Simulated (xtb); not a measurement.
B$_{2}$F$_{4}$, charge -1, doublet, from a rough starting geometry (a state made from the parent by changing its charge; the spin is typed, not shown lowest); xtb with GFN2-xTB.

Input for xtb:
```
$ xtb mol.xyz --gfn 2 --chrg -1 --uhf 1 --opt vtight --json

# file mol.xyz
6

F     -1.53065399    -1.09585398     0.47888585
B     -0.89130735    -0.05719106    -0.08046703
F     -1.56961776     0.85089617    -0.60174994
B      0.83275156     0.04908230     0.02171437
F      1.61256319    -0.85530411    -0.47002784
F      1.51403568     1.00862450     0.67410542
```

The log (banner, timings and long lists left out):

```
   ID    Z sym.   atoms
    1    9 F      1, 3, 5, 6
    2    5 B      2, 4

           -------------------------------------------------
          |                Calculation Setup                |
           -------------------------------------------------

           -------------------------------------------------
          |                 G F N 2 - x T B                 |
           -------------------------------------------------

          ...................................................
          :                      SETUP                      :
          :.................................................:
          :  # basis functions                  24          :
          :  # atomic orbitals                  24          :
          :  # shells                           12          :
          :  # electrons                        35          :
          :  max. iterations                   250          :
          :  Hamiltonian                  GFN2-xTB          :
          :  restarted?                      false          :
          :  GBSA solvation                  false          :
          :  PC potential                    false          :
          :  electronic temp.          300.0000000     K    :
          :  accuracy                    1.0000000          :
          :  -> integral cutoff          0.2500000E+02      :
          :  -> integral neglect         0.1000000E-07      :
          :  -> SCF convergence          0.1000000E-05 Eh   :
          :  -> wf. convergence          0.1000000E-03 e    :
          :  Broyden damping             0.4000000          :
          :  net charge                         -1          :
          :  unpaired electrons                  1          :
          ...................................................

 iter      E             dE          RMSdq      gap      omega  full diag
   1    -21.7232791 -0.217233E+02  0.128E+01    1.67       0.0  T
   2    -21.7631052 -0.398261E-01  0.749E+00    1.70       1.0  T
   3    -21.6088231  0.154282E+00  0.571E+00    2.81       1.0  T
   4    -21.7835101 -0.174687E+00  0.927E-01    1.67       1.0  T
   5    -21.7864639 -0.295376E-02  0.549E-01    1.68       1.0  T
   6    -21.7869260 -0.462082E-03  0.287E-01    1.67       1.0  T
   7    -21.7870446 -0.118620E-03  0.156E-01    1.67       1.0  T
   8    -21.7871002 -0.555755E-04  0.903E-02    1.67       1.0  T
   9    -21.7871228 -0.225823E-04  0.177E-02    1.67       2.3  T
  10    -21.7871236 -0.802295E-06  0.530E-03    1.67       7.7  T
  11    -21.7871236 -0.698441E-07  0.166E-03    1.67      24.6  T
  12    -21.7871236 -0.725454E-08  0.290E-04    1.67     140.6  T
  13    -21.7871236 -0.245542E-09  0.274E-05    1.67    1490.8  T

   *** convergence criteria satisfied after 13 iterations ***

         :::::::::::::::::::::::::::::::::::::::::::::::::::::
         ::                     SUMMARY                     ::
         :::::::::::::::::::::::::::::::::::::::::::::::::::::
         :: total energy             -21.708785488084 Eh    ::
         :: gradient norm              0.280538141361 Eh/a0 ::
         :: HOMO-LUMO gap              1.673553070343 eV    ::
         ::.................................................::
         :: SCC energy               -21.787123145129 Eh    ::
         :: -> isotropic ES            0.227024636715 Eh    ::
         :: -> anisotropic ES         -0.002434458753 Eh    ::
         :: -> anisotropic XC         -0.014366653639 Eh    ::
         :: -> dispersion             -0.002415179098 Eh    ::
         :: repulsion energy           0.078337657045 Eh    ::
         :: add. restraining           0.000000000000 Eh    ::
         :: total charge              -1.000000000000 e     ::
         :::::::::::::::::::::::::::::::::::::::::::::::::::::

      -----------------------------------------------------------
     |                   =====================                   |
[...]
 * total energy  :   -21.7733472 Eh     change       -0.1609506E-02 Eh
 * total energy  :   -21.7737778 Eh     change       -0.4305974E-03 Eh
 * total energy  :   -21.7737805 Eh     change       -0.2708370E-05 Eh
 * total energy  :   -21.7738757 Eh     change       -0.9521676E-04 Eh
 * total energy  :   -21.7738857 Eh     change       -0.9957180E-05 Eh
 * total energy  :   -21.7738904 Eh     change       -0.4782681E-05 Eh
 * total energy  :   -21.7738992 Eh     change       -0.8708169E-05 Eh
 * total energy  :   -21.7739027 Eh     change       -0.3537620E-05 Eh
 * total energy  :   -21.7739044 Eh     change       -0.1745966E-05 Eh
 * total energy  :   -21.7739048 Eh     change       -0.3678994E-06 Eh
 * total energy  :   -21.7739049 Eh     change       -0.1118552E-06 Eh
 * total energy  :   -21.7739049 Eh     change       -0.2177882E-07 Eh
   *** GEOMETRY OPTIMIZATION CONVERGED AFTER 18 ITERATIONS ***
         :: total energy             -21.773904940687 Eh    ::
[...]

         #    Occupation            Energy/Eh            Energy/eV
      -------------------------------------------------------------
         1        2.0000           -0.5822468             -15.8437
       ...           ...                  ...                  ...
         6        2.0000           -0.3261362              -8.8746
         7        2.0000           -0.3116440              -8.4803
         8        2.0000           -0.3047801              -8.2935
         9        2.0000           -0.3044666              -8.2850
        10        2.0000           -0.3041828              -8.2772
        11        2.0000           -0.2983692              -8.1190
        12        2.0000           -0.2848886              -7.7522
        13        2.0000           -0.2787834              -7.5861
        14        2.0000           -0.2787393              -7.5849
        15        2.0000           -0.2698534              -7.3431
        16        2.0000           -0.2695187              -7.3340
        17        2.0000           -0.2092424              -5.6938
        18        1.0000           -0.0782379              -2.1290 (HOMO)
        19                          0.0882047               2.4002 (LUMO)
        20                          0.2886541               7.8547
        21                          0.4561185              12.4116
        22                          0.5340899              14.5333
        23                          0.6617600              18.0074
        24                          0.8741693              23.7874
      -------------------------------------------------------------
                  HL-Gap            0.1664426 Eh            4.5291 eV
             Fermi-level           -0.0693784 Eh           -1.8879 eV

     #   Z          covCN         q      C6AA      α(0)
     1   9 F        0.720    -0.412    13.681     4.368
     2   5 B        2.415     0.324    20.694     8.315
     3   9 F        0.720    -0.412    13.680     4.368
     4   5 B        2.415     0.324    20.695     8.315
     5   9 F        0.720    -0.412    13.682     4.368
     6   9 F        0.720    -0.412    13.680     4.368

 Mol. C6AA /au·bohr⁶  :        551.409463
 Mol. C8AA /au·bohr⁸  :      13565.029314
 Mol. α(0) /au        :         34.101060

Wiberg/Mayer (AO) data.
largest (>0.10) Wiberg bond orders for each atom

 ---------------------------------------------------------------------------
     #   Z sym  total        # sym  WBO       # sym  WBO       # sym  WBO
 ---------------------------------------------------------------------------
     1   9 F    0.946 --     2 B    0.876
     2   5 B    3.195 --     4 B    1.379     3 F    0.876     1 F    0.876
     3   9 F    0.946 --     2 B    0.876
     4   5 B    3.195 --     2 B    1.379     6 F    0.876     5 F    0.876
     5   9 F    0.946 --     4 B    0.876
     6   9 F    0.946 --     4 B    0.876
 ---------------------------------------------------------------------------

Topologies differ in total number of bonds
Writing topology from bond orders to xtbtopo.mol

molecular dipole:
                 x           y           z       tot (Debye)
 q only:        0.010       0.032      -0.007
   full:        0.010       0.032      -0.007       0.087
molecular quadrupole (traceless):
                xx          xy          yy          xz          yz          zz
 q only:      -10.123      -0.514      -0.550      -1.097      -0.258      10.673
  q+dip:       -8.271      -0.274      -3.030      -1.027      -0.309      11.301
   full:       -9.751      -0.391      -2.363      -1.149      -0.319      12.114

optimized geometry written to: xtbopt.xyz

           -------------------------------------------------
          | TOTAL ENERGY              -21.773904940687 Eh   |
          | GRADIENT NORM               0.000112432482 Eh/α |
          | HOMO-LUMO GAP               4.529134097285 eV   |
           -------------------------------------------------

normal termination of xtb
```
